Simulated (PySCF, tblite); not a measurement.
A set of runs on `S=C(O[CH]F)CC#N` [radical]; the geometry of each is named by its level. Settings lines and outputs come from a driver script.

Species: C4H3FNOS (doublet state).
Numbering: `[N:1]#[C:2][CH2:3][C:4](=[S:5])[O:6][CH:7][F:8]` (hydrogens: H9, H10 on C3; H11 on C7)

Step 1: GFN2-xTB geometry optimisation, gas phase (tblite 0.8.0) (from a force-field or distance-geometry start)
```json
{"job": {"kind": "relax", "xc": "GFN2-xTB", "basis": "xTB"}, "charge": 0, "multiplicity": 2}
```
```
step      E/eV     max force
  0    -678.16176    2.723
  1    -678.25124    4.583
  2    -678.25209    2.629
...
 58    -678.48813    0.012
 59    -678.48814    0.012
 60    -678.48815    0.012
 61    -678.48816    0.011
 62    -678.48816    0.006
```

Energy lowered by 7.5 kcal/mol over 62 steps; largest atomic force 0.006 eV/Å at the end. «max force» is the largest atomic force in eV/Å.

On an AMD EPYC 9B45 with one thread, on a shared host, this took 0.22 s wall.

Step 2: GFN2-xTB harmonic vibrations, gas phase (tblite 0.8.0) (on the GFN2-xTB geometry)
```json
{"job": {"kind": "ir", "xc": "GFN2-xTB", "basis": "xTB"}, "charge": 0, "multiplicity": 2}
```
```
(table of modes left out)
```

27 modes from 55 to 3148 cm⁻¹ (unscaled, harmonic); zero-point energy 39.0 kcal/mol; all wavenumbers are real at this level.

The run took 0.21 s on one thread, AMD EPYC 9B45 (x86_64), on a shared host.

Step 3: UKS B3LYP, pcH-1 on C F H N O S, non-relativistic, mean-field spin-orbit, GIAO (PySCF 2.14.0) (on the GFN2-xTB geometry)
```json
{"job": {"kind": "epr", "basis": "pcH-1"}, "charge": 0, "multiplicity": 2}
```
```
...
E = -782.14202704 Eh   <S^2> = 0.7674 (exact 0.7500)
g shifts (ppm)      1          2          3
  rmc          -223       -223       -223
  gc            -12         43         50
  oz_so         -97       4208      15020
  total        -332       4027      14847
hyperfine (MHz)  atom isotope    a_iso     a_fc   dipolar eigenvalues
    0   14N       0.01       0.01     -0.26      0.02      0.24
    1   13C      -1.05      -1.05     -0.47     -0.20      0.67
    2   13C      -1.66      -1.67     -0.54     -0.24      0.77
    3   13C       0.48       0.39     -3.67     -0.82      4.49
    4   33S       5.54       4.92    -26.78    -26.01     52.79
    5   17O       0.83       0.77     -9.15      2.39      6.75
    6   13C      90.20      90.30    -74.63    -73.06    147.70
    7   19F     130.27     130.15   -210.97   -173.73    384.70
    8    1H      -1.65      -1.66     -2.44     -1.29      3.73
    9    1H      -0.03      -0.05     -1.40     -0.13      1.54
   10    1H     -70.65     -70.67    -33.29     -0.91     34.21
```

⟨S²⟩ 0.767; g_iso 2.0085. rmc, gc and oz_so are the mass-correction, gauge-correction and orbital-Zeeman/spin–orbit parts of the g shift along its three principal axes; a_iso is the isotropic hyperfine coupling and a_fc its Fermi-contact part. The log counts atoms from 0, this text from 1.

On one thread, AMD EPYC 9B45 (x86_64), shared host with 96 logical CPUs at a one-minute load of 12, this took 32 s (with the writing of density and orbital grids) and 0.88 GiB of memory at its peak.

Geometry of the electronic-property runs (GFN2-xTB):
```
atom  x, y, z in Å
N1    -2.555   -0.270    0.528
C2    -1.675   -0.179   -0.194
C3    -0.527   -0.032   -1.062
C4     0.478    0.894   -0.423
S5     0.815    2.390   -1.035
O6     1.124    0.551    0.692
C7     1.142   -0.533    1.386
F8     0.439   -1.621    1.056
H9    -0.102   -1.023   -1.258
H10   -0.850    0.411   -2.007
H11    1.716   -0.586    2.290
```

 (This holds for the electronic-property runs.)

One conformer stands for the species.
